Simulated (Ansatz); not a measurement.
System: Ge₂ (charge 0, triplet). 
Geometry from a B3LYP-D3(BJ)/def2-TZVP (Ansatz, a quantum-chemistry and plane-wave program) optimisation:
SMILES: [Ge]=[Ge]
```xyz
2

Ge     0.0000     0.0000    -1.2033
Ge     0.0000     0.0000     1.2033
```
Charge 0, spin multiplicity 3.

Basis-set convergence of Hartree-Fock and CCSD correlation energies (hartree) with Ansatz. Valence correlation only, unless marked. UHF or UKS for open shells. Spin-orbit coupling is left out. Frozen are the shells of the preceding noble gas and the d and f shells that filled before the atom's block. Non-relativistic.

| basis | functions | E(HF) | E(corr, CCSD) |
|---|---|---|---|
| cc-pVDZ | 54 | -4150.62911 | -0.14709 |
| cc-pVTZ | 86 | -4150.77079 | -0.17216 |
| cc-pVQZ | 136 | -4150.77625 | -0.17963 |

Extrapolating the two largest sets (X = 3 and 4) as X^-3: E(corr) = (64·(-0.17963) - 27·(-0.17216))/37 = -0.1851 Eh, an estimate of the basis-set limit. The largest set recovers 97.1 % of it, the smallest 79.5 %.
